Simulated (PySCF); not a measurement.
# Simulated absorption spectrum

C7H5FO2.
Numbering: `[O:1]=[C:2]([OH:3])[c:4]1[cH:5][cH:6][cH:7][c:8]([F:9])[cH:10]1` (hydrogens: H11 on O3; H12 on C5; H13 on C6; H14 on C7; H15 on C10)

The calculation used TDDFT CAM-B3LYP/def2-SVPD, vertical, gas phase, core orbitals frozen in the response in PySCF. Geometry: GFN2-xTB, one conformer, isolated molecule. Torsions of this conformer, `[O:1]=[C:2]([OH:3])[c:4]1[cH:5][cH:6][cH:7][c:8]([F:9])[cH:10]1`: O1–C2–C4–C5 0°, H–O3–C2–O1 0°.

Broadening: Gaussians 0.5 eV wide at half height, area fixed by f = 4.319×10⁻⁹ ∫ε dν̃. The width is an assumption, not a result. The curve ends short of the highest state used, and states not computed would add to its high-energy end.

λ (nm), ε (L mol⁻¹ cm⁻¹) and a bar:
```
    178.4      38349 ############################
    181.6      41109 ##############################
    184.8      34483 #########################
    188.0      22937 #################
    191.2      12250 #########
    194.4       5364 ####
    197.6       2144 ##
    200.8       1367 #
    204.0       2132 ##
    207.2       3956 ###
    210.3       6225 #####
    213.5       8297 ######
    216.7       9305 #######
    219.9       8917 #######
    223.1       7435 #####
    226.3       5541 ####
    229.5       3880 ###
    232.7       2803 ##
    235.9       2332 ##
    239.1       2283 ##
    242.3       2405 ##
    245.5       2490 ##
    248.7       2420 ##
    251.8       2188 ##
    255.0       1825 #
    258.2       1412 #
    261.4       1018 #
    264.6        687 
    267.8        437 
    271.0        262 
    274.2        149 
    277.4         81 
    280.6         42 
    283.8         21 
    287.0         10 
    290.2          5
```

**Question.** Where are the band maxima, and which computed states make them?

**Answer.** 246 nm (5.04 eV), ε about 2500, made up of S1 (97%); 217 nm (5.70 eV), ε about 9300, made up of S3 (100%); 181 nm (6.85 eV), ε about 41000, made up of S4 (54%) and S5 (46%) (ε in L mol⁻¹ cm⁻¹; maxima over ε = 5, shares over 10%). The states used: S1 5.02 eV (f 0.045); S2 5.18 eV (f 0.0000); S3 5.70 eV (f 0.173); S4 6.76 eV (f 0.454); S5 6.96 eV (f 0.399); S6 7.35 eV (f 0.0000); S7 7.41 eV (f 0.072); S8 7.55 eV (f 0.0011).

**Question.** Coming from long wavelengths, where does ε first pass 100 L mol⁻¹ cm⁻¹?

**Answer.** At about 276 nm (4.49 eV), 0.54 eV below S1.

**Question.** On this curve, what absorbance would a 10⁻⁴ mol/L sample give at 222 nm over a 1 cm path?

**Answer.** 222 nm is 5.585 eV, where ε is about 8000 L mol⁻¹ cm⁻¹, so A = ε c l ≈ 0.8 (Beer–Lambert, with the gas-phase spectrum and the assumed width).

**Question.** What would ε be at 6.85 eV, the highest of these maxima, with half the width (0.25 eV)?

**Answer.** About 59700 L mol⁻¹ cm⁻¹ against 41400, a factor of about 1.4; a lone state at its own centre would give exactly 2.

Time: 46 s. Hardware: an x86-64 server with one thread, no GPU, shared host.
